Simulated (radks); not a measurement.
Initial-state core-level shifts of neutral indium when its valence configuration changes from [Kr] 4d10 5s2 5p1. Calculated with a radial shooting solver on a logarithmic mesh with Libxc functionals: scalar-relativistic Kohn-Sham, BLYP, spin-polarised, spherical densities, point nucleus; open shells are filled with parallel spins first (spin-orbit coupling, left out, can overturn this in heavy ions). Shifts are changes of the shell-averaged eigenvalues in eV (positive: less bound).

valence                1s       2p       3p       4p
4d10 5p3           -2.889   -2.814   -2.859   -2.890
4d9.5 5s2 5p1.5    -3.529   -3.678   -3.601   -3.145
4d10 5s1 5p2       -1.366   -1.330   -1.355   -1.375
4d9 5s1 5p3        -8.203   -8.495   -8.350   -7.369
4d8.5 5s2 5p2.5   -10.673  -11.172  -10.889   -9.322
4d9 5s2 5p2        -7.081   -7.397   -7.226   -6.247
4d8 5s2 5p3       -14.310  -15.010  -14.596  -12.376
4d10 5s1.5 5p1.5   -0.727   -0.708   -0.720   -0.729
4d8 5p5           -17.310  -17.956  -17.578  -15.300
